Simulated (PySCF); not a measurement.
C6H14, charge -1, doublet, at the geometry of the source list (a state made from the parent by changing its charge; the spin is typed, not shown lowest) (in this run its highest filled SCF level lies above zero, so its values depend strongly on the basis, on diffuse functions most of all). Base run: HF/3-21G run with PySCF.

Geometry (Å):
```xyz
20

C      2.8334     0.8503    -0.3424
C      1.8288     0.0011     0.4256
C      0.4444     0.0316    -0.2176
C     -0.5601    -0.8170     0.5581
C     -1.9333    -0.9024    -0.1084
C     -2.6664     0.4321    -0.1586
H      2.9362     0.4908    -1.3641
H      2.5095     1.8883    -0.3779
H      3.8109     0.8133     0.1332
H      2.1844    -1.0313     0.4681
H      1.7556     0.3664     1.4529
H      0.0986     1.0658    -0.2614
H      0.5155    -0.3404    -1.2429
H     -0.6742    -0.4092     1.5657
H     -0.1588    -1.8293     0.6571
H     -1.8173    -1.2907    -1.1234
H     -2.5431    -1.6177     0.4496
H     -2.7467     0.8609     0.8380
H     -3.6709     0.2962    -0.5539
H     -2.1466     1.1412    -0.7975
```
Charge -1, spin multiplicity 2.
Orbitals are unrestricted.
All else is at PySCF's defaults.

Each row names what was changed in the base input (with any setting that the change needs).

| change | E (Eh) | HOMO (eV) | <S^2> | core-seconds (rough) | outcome |
|---|---|---|---|---|---|
| base | -233.81750 | 6.56 | 0.753 | 3 | converged |
| functional = scan | -235.49104 | 6.79 | 0.753 | 70 | converged |
| functional = b97m_v | - | - | - | - | cut at the time limit |
| functional = b3lyp; dispersion = d4 | -235.65017 | 6.54 | 0.751 | 30 | converged |
| functional = b3lyp; dispersion = d3zero | -235.63864 | 6.54 | 0.751 | 30 | converged |
| functional = o3lyp | -235.52167 | 6.84 | 0.750 | 30 | converged |
| functional = tpss | -235.65993 | 6.91 | 0.751 | 70 | converged |
| functional = pbe | -235.27641 | 6.71 | 0.750 | 30 | converged |
| functional = hse06 | -235.33944 | 6.83 | 0.751 | 60 | converged |
| functional = wb97m_v | - | - | - | - | cut at the time limit |
| functional = r2scan | -235.46078 | 6.83 | 0.752 | 70 | converged |
| functional = camb3lyp | -235.44738 | 6.04 | 0.751 | 50 | converged |

Totals shift with the method and basis; they matter in differences.

Open shells are given as the SCF converged; they aren't shown to be the lowest states, and a large step between rows can be another state.
